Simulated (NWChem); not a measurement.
Everything below was run with NWChem. System: ClZn (+1), charge 1, spin multiplicity 1, at a geometry optimised with PBE0/def2-SVP. The structure started from a generated list of species. Level: EOM-CCSD/def2-SVPD, 14 core orbitals frozen.

Job file:

```
start mol
memory heap 100 mb stack 700 mb global 1900 mb
charge 1
geometry units angstroms nocenter noautoz
  Zn     0.000000     0.000000    -0.748676
  Cl     0.000000     0.000000     1.321193
  symmetry group C2v
end
basis spherical
  * library def2-svpd
end
scf
  rhf
  nopen 0
  maxiter 100
  thresh 1e-7
  semidirect memsize 60000000 filesize 0
end
tce
  freeze core 14
  ccsd
  nroots 1
  2eorb
  2emet 13
  thresh 1e-5
  maxiter 200
  tilesize 24
end
task tce energy
```

Part of the output:

```
             Northwest Computational Chemistry Package (NWChem) 7.3.0
             --------------------------------------------------------

                                NWChem Input Module
                                -------------------

 Scaling coordinates for geometry "geometry" by  1.889725989
 (inverse scale =  0.529177249)

 Turning off AUTOSYM since
 SYMMETRY directive was detected!

                             Geometry "geometry" -> ""
                             -------------------------

 Output coordinates in angstroms (scale by  1.889725989 to convert to a.u.)

  No.       Tag          Charge          X              Y              Z
 ---- ---------------- ---------- -------------- -------------- --------------
    1 Zn                  30.0000     0.00000000     0.00000000    -0.74867600
    2 Cl                  17.0000     0.00000000     0.00000000     1.32119300

 Effective nuclear repulsion energy (a.u.)     130.3852548107

            Nuclear Dipole moment (a.u.)
            ----------------------------
        X                 Y               Z
 ---------------- ---------------- ----------------
     0.0000000000     0.0000000000     0.0000018897

      Symmetry information
      --------------------

 Group name             C2v
 Group number             16
 Group order               4
 No. of unique centers     2

      Symmetry unique atoms

     1    2


 Summary of "ao basis" -> "" (spherical)
 ------------------------------------------------------------------------------
       Tag                 Description            Shells   Functions and Types
 ---------------- ------------------------------  ------  ---------------------
 *                         def2-svpd                  on all atoms

 Summary of "ao basis" -> "ao basis" (spherical)
 ------------------------------------------------------------------------------
       Tag                 Description            Shells   Functions and Types
 ---------------- ------------------------------  ------  ---------------------
 Zn                        def2-svpd                12       34   5s4p2d1f
[...]
   0.0004618747231   0.1148276369619    3.12462     0.5     0.5

 Iteration   9 using    9 trial vectors
   0.0002095010459   0.1148309268358    3.12471     0.5     0.5

 Iteration  10 using   10 trial vectors
   0.0000758088197   0.1148307242246    3.12470     0.5     0.5

 Iteration  11 using   11 trial vectors
   0.0000299214779   0.1148304581598    3.12470     0.5     0.5

 Iteration  12 using   12 trial vectors
   0.0000100233751   0.1148304310640    3.12470     0.5     0.5

 Iteration  13 using   13 trial vectors
   0.0000039210073   0.1148304117645    3.12470     0.5     0.5
 --------------------------------------------------------------
 Iterations converged
 ------------------

 Excited state root  1
 Excitation energy / hartree =        0.114830411764517
                   / eV      =        3.124695818850372
 largest EOMCCSD amplitudes: R1 and R2

 Singles contributions
    24a1  (alpha) ---    22b1  (alpha)        0.9079730214
    27a1  (alpha) ---    22b1  (alpha)       -0.1228184581
    28a1  (alpha) ---    22b1  (alpha)       -0.1035235202

 Doubles contributions
    24a1  (alpha)    24a1  (beta ) ---    21a1  (alpha)    22b1  (beta )        0.1383967179
    24a1  (alpha)    24a1  (beta ) ---    22b1  (alpha)    21a1  (beta )        0.1383967179

 =========================================
 Excited-state calculation ( b2  symmetry)
 =========================================
 Dim. of EOMCC iter. space      500

 EOMCCSD SOLVER TYPE  1
  maxdiff =   0.36275443117497530

 No. of initial right vectors    1

 EOM-CCSD right-hand side iterations
 --------------------------------------------------------------
      Residuum       Omega / hartree  Omega / eV    Cpu    Wall
 --------------------------------------------------------------

 Iteration   1 using    1 trial vectors
   0.5550901279745   0.2286822326901    6.22276     0.7     0.7

 Iteration   2 using    2 trial vectors
   0.1206123047107   0.1240280119603    3.37498     0.5     0.5

 Iteration   3 using    3 trial vectors
   0.0448174607936   0.1165862865990    3.17248     0.5     0.5

 Iteration   4 using    4 trial vectors
   0.0193142380378   0.1154429259544    3.14136     0.5     0.5

 Iteration   5 using    5 trial vectors
   0.0067796913459   0.1149679166228    3.12844     0.5     0.5

 Iteration   6 using    6 trial vectors
   0.0026783809322   0.1148411875699    3.12499     0.5     0.5

 Iteration   7 using    7 trial vectors
   0.0012239628416   0.1148258801674    3.12457     0.5     0.5

 Iteration   8 using    8 trial vectors
   0.0004618747231   0.1148276369619    3.12462     0.5     0.5

 Iteration   9 using    9 trial vectors
   0.0002095010459   0.1148309268358    3.12471     0.5     0.5

 Iteration  10 using   10 trial vectors
   0.0000758088197   0.1148307242246    3.12470     0.5     0.5

 Iteration  11 using   11 trial vectors
   0.0000299214779   0.1148304581598    3.12470     0.5     0.5

 Iteration  12 using   12 trial vectors
   0.0000100233751   0.1148304310640    3.12470     0.5     0.5

 Iteration  13 using   13 trial vectors
   0.0000039210073   0.1148304117645    3.12470     0.5     0.5
 --------------------------------------------------------------
 Iterations converged
 ------------------

 Excited state root  1
 Excitation energy / hartree =        0.114830411764515
                   / eV      =        3.124695818850327
 largest EOMCCSD amplitudes: R1 and R2

 Singles contributions
    24a1  (alpha) ---    23b2  (alpha)        0.9079730214
    27a1  (alpha) ---    23b2  (alpha)       -0.1228184581
    28a1  (alpha) ---    23b2  (alpha)       -0.1035235202

 Doubles contributions
    24a1  (alpha)    24a1  (beta ) ---    21a1  (alpha)    23b2  (beta )        0.1383967179
    24a1  (alpha)    24a1  (beta ) ---    23b2  (alpha)    21a1  (beta )        0.1383967179

 Task  times  cpu:       38.0s     wall:       38.0s

 Total times  cpu:       38.0s     wall:       38.0s
```
